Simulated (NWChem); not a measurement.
All runs are NWChem calculations. System: C6H14S, charge 1, spin multiplicity 2, at the geometry of a parent with another charge or spin, in a state set for the comparison that need not be this species' ground state. Its SCF solution wasn't tested for a lower state.

Input file:

```
start mol
memory heap 200 mb stack 900 mb global 1100 mb
charge 1
geometry units angstroms nocenter noautoz
  C      4.297191    -0.584153     0.000000
  C      2.888610    -1.157268     0.000000
  C      1.798932    -0.092498     0.000000
  C      0.385333    -0.659498     0.000000
  C     -0.698417     0.411613     0.000000
  C     -2.103586    -0.169135     0.000000
  S     -3.325069     1.186111     0.000000
  H      4.473823     0.045076    -0.887380
  H      5.059332    -1.378275     0.000000
  H      4.473823     0.045076     0.887380
  H      2.754882    -1.811729    -0.879837
  H      2.754882    -1.811729     0.879837
  H      1.929146     0.563182    -0.880415
  H      1.929146     0.563182     0.880415
  H      0.254255    -1.313715    -0.881173
  H      0.254255    -1.313715     0.881173
  H     -0.575851     1.064209    -0.882301
  H     -0.575851     1.064209     0.882301
  H     -2.254791    -0.799076     0.890878
  H     -2.254791    -0.799076    -0.890878
  H     -4.429540     0.410246     0.000000
  symmetry group Cs
end
basis spherical
  * library def2-svp
end
dft
  xc xpbe96 cpbe96
  odft
  mult 2
  semidirect memsize 60000000 filesize 0
  iterations 100
end
task dft energy
```

The output up to the point where the run's verdict is printed (cleaned and shortened):

```
             Northwest Computational Chemistry Package (NWChem) 7.3.0
             --------------------------------------------------------

                                NWChem Input Module
                                -------------------

 Scaling coordinates for geometry "geometry" by  1.889725989
 (inverse scale =  0.529177249)

 Turning off AUTOSYM since
 SYMMETRY directive was detected!

                             Geometry "geometry" -> ""
                             -------------------------

 Output coordinates in angstroms (scale by  1.889725989 to convert to a.u.)

  No.       Tag          Charge          X              Y              Z
 ---- ---------------- ---------- -------------- -------------- --------------
    1 C                    6.0000     4.29719100    -0.58415300     0.00000000
    2 C                    6.0000     2.88861000    -1.15726800     0.00000000
    3 C                    6.0000     1.79893200    -0.09249800     0.00000000
    4 C                    6.0000     0.38533300    -0.65949800     0.00000000
    5 C                    6.0000    -0.69841700     0.41161300     0.00000000
    6 C                    6.0000    -2.10358600    -0.16913500     0.00000000
    7 S                   16.0000    -3.32506900     1.18611100     0.00000000
    8 H                    1.0000     4.47382300     0.04507600    -0.88738000
    9 H                    1.0000     5.05933200    -1.37827500     0.00000000
   10 H                    1.0000     4.47382300     0.04507600     0.88738000
   11 H                    1.0000     2.75488200    -1.81172900    -0.87983700
   12 H                    1.0000     2.75488200    -1.81172900     0.87983700
   13 H                    1.0000     1.92914600     0.56318200    -0.88041500
   14 H                    1.0000     1.92914600     0.56318200     0.88041500
   15 H                    1.0000     0.25425500    -1.31371500    -0.88117300
   16 H                    1.0000     0.25425500    -1.31371500     0.88117300
   17 H                    1.0000    -0.57585100     1.06420900    -0.88230100
   18 H                    1.0000    -0.57585100     1.06420900     0.88230100
[...]
 d= 0,ls=0.5,diis    75   -634.0819093501 -4.51D-06  9.51D-06  1.01D-05   191.5
                                                     1.59D-05  1.40D-05
 d= 0,ls=0.5,diis    76   -634.0819147942 -5.44D-06  4.97D-06  1.58D-05   193.3
                                                     1.47D-05  1.75D-05
 d= 0,ls=0.5,diis    77   -634.0819219323 -7.14D-06  6.44D-06  1.66D-05   195.6
                                                     1.45D-05  1.76D-05
 d= 0,ls=0.5,diis    78   -634.0819308308 -8.90D-06  4.76D-06  1.10D-05   197.4
                                                     1.39D-05  1.40D-05
 d= 0,ls=0.5,diis    79   -634.0819377986 -6.97D-06  3.60D-06  8.89D-06   199.2
                                                     1.34D-05  1.28D-05
 d= 0,ls=0.5,diis    80   -634.0819435085 -5.71D-06  4.72D-06  8.62D-06   201.0
                                                     1.31D-05  1.29D-05
 d= 0,ls=0.5,diis    81   -634.0819467060 -3.20D-06  2.57D-06  1.19D-05   202.7
                                                     1.23D-05  1.61D-05
 d= 0,ls=0.5,diis    82   -634.0819532403 -6.53D-06  1.49D-05  8.89D-06   204.5
                                                     1.70D-05  1.39D-05
 d= 0,ls=0.5,diis    83   -634.0819646367 -1.14D-05  5.25D-06  1.70D-06   206.3
                                                     1.32D-05  5.32D-06
 d= 0,ls=0.5,diis    84   -634.0819713076 -6.67D-06  1.35D-05  4.72D-07   208.2
                                                     1.43D-05  3.87D-06
 d= 0,ls=0.5,diis    85   -634.0819735608 -2.25D-06  8.19D-06  6.37D-06   210.1
                                                     1.28D-05  8.14D-06
 d= 0,ls=0.5,diis    86   -634.0819753429 -1.78D-06  8.46D-06  1.15D-05   212.0
                                                     1.29D-05  1.22D-05
 d= 0,ls=0.5,diis    87   -634.0819846625 -9.32D-06  1.23D-05  2.74D-06   214.1
                                                     1.34D-05  5.48D-06
 d= 0,ls=0.5,diis    88   -634.0819836506  1.01D-06  2.33D-06  1.45D-05   216.2
                                                     1.09D-05  1.34D-05
 d= 0,ls=0.5,diis    89   -634.0819885595 -4.91D-06  6.93D-06  1.27D-05   218.4
                                                     1.16D-05  1.22D-05
 d= 0,ls=0.5,diis    90   -634.0819969866 -8.43D-06  4.93D-06  3.79D-06   220.1
                                                     1.12D-05  5.74D-06
 d= 0,ls=0.5,diis    91   -634.0820025445 -5.56D-06  5.70D-06  1.05D-06   222.0
                                                     1.11D-05  3.32D-06
 d= 0,ls=0.5,diis    92   -634.0820053361 -2.79D-06  7.91D-06  2.75D-06   223.9
                                                     1.16D-05  4.56D-06
 d= 0,ls=0.5,diis    93   -634.0820059480 -6.12D-07  3.98D-06  7.97D-06   225.7
                                                     1.01D-05  8.58D-06
 d= 0,ls=0.5,diis    94   -634.0820079865 -2.04D-06  2.05D-06  1.01D-05   227.5
                                                     9.53D-06  1.01D-05
 d= 0,ls=0.5,diis    95   -634.0820108264 -2.84D-06  2.19D-06  1.05D-05   229.3
                                                     9.42D-06  1.05D-05
 d= 0,ls=0.5,diis    96   -634.0820131456 -2.32D-06  8.23D-06  1.19D-05   231.0
                                                     1.05D-05  1.15D-05
 d= 0,ls=0.5,diis    97   -634.0820207390 -7.59D-06  7.03D-06  2.92D-06   232.7
                                                     1.09D-05  4.83D-06
 d= 0,ls=0.5,diis    98   -634.0820257651 -5.03D-06  6.45D-06  2.17D-07   234.3
                                                     1.03D-05  2.01D-06
 d= 0,ls=0.5,diis    99   -634.0820282345 -2.47D-06  4.95D-06  2.03D-06   236.1
                                                     9.66D-06  3.00D-06
 d= 0,ls=0.5,diis   100   -634.0820300579 -1.82D-06  3.50D-06  4.56D-06   237.8
                                                     9.17D-06  4.48D-06
```

Convergence was not reached. The next line reads: Calculation failed to converge. NWChem stopped with the message: dft energy failed.
